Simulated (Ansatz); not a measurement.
C3H4N2 (SMILES C1=NCN=C1), singlet, at a GFN2-xTB geometry; PBE/cc-pVQZ (Ansatz, an electronic-structure program).

Input for Ansatz:
Ansatz 0.2 input:
```yaml
crystal:
  periodic: [false, false, false]
  atoms:
    - {symbol: C, position_ang: [0.74536681, 0.85646308, -0.26283950]}
    - {symbol: N, position_ang: [-0.51160414, 1.07037723, -0.17743606]}
    - {symbol: C, position_ang: [-1.10080788, -0.19114801, 0.15646956]}
    - {symbol: N, position_ang: [-0.06061964, -1.16974011, 0.25877233]}
    - {symbol: C, position_ang: [1.02821499, -0.54849233, 0.01074141]}
    - {symbol: H, position_ang: [1.45363059, 1.62762026, -0.50338664]}
    - {symbol: H, position_ang: [-1.82602168, -0.48576677, -0.60674459]}
    - {symbol: H, position_ang: [-1.64733175, -0.11735808, 1.10044933]}
    - {symbol: H, position_ang: [1.98864575, -1.02989174, 0.01409921]}
basis:
  gaussian:
    orbitals: cc-pVQZ
hamiltonian:
  xc: pbe
```

The log (banner, timings and long lists left out):

```
Functional definition: PBE
1140 factors; their error is unknown
mean field evaluation 1: about -6140.6169 eV, gradient 6.5e1 eV
mean field evaluation 2: about -6123.3857 eV, gradient 1.1e2 eV
mean field evaluation 4: about -6149.6874 eV, gradient 1.5e1 eV
mean field evaluation 8: about -6150.1629 eV, gradient 3.0e-1 eV
mean field evaluation 16: about -6150.1401 eV, gradient 4.2e-4 eV
mean field -6150.14012233 eV, -226.0134807809 hartree, gradient 8.1e-6 eV, S^2 0.000000; 0 other end points of the search recorded, 0 dependent functions left out
reference -6150.14015984 eV, -226.0134821593 hartree; 18, 18 occupied and 377, 377 virtual orbitals, 1140 factors
Total energy: -6150.14015984 eV, -226.0134821593 hartree
```
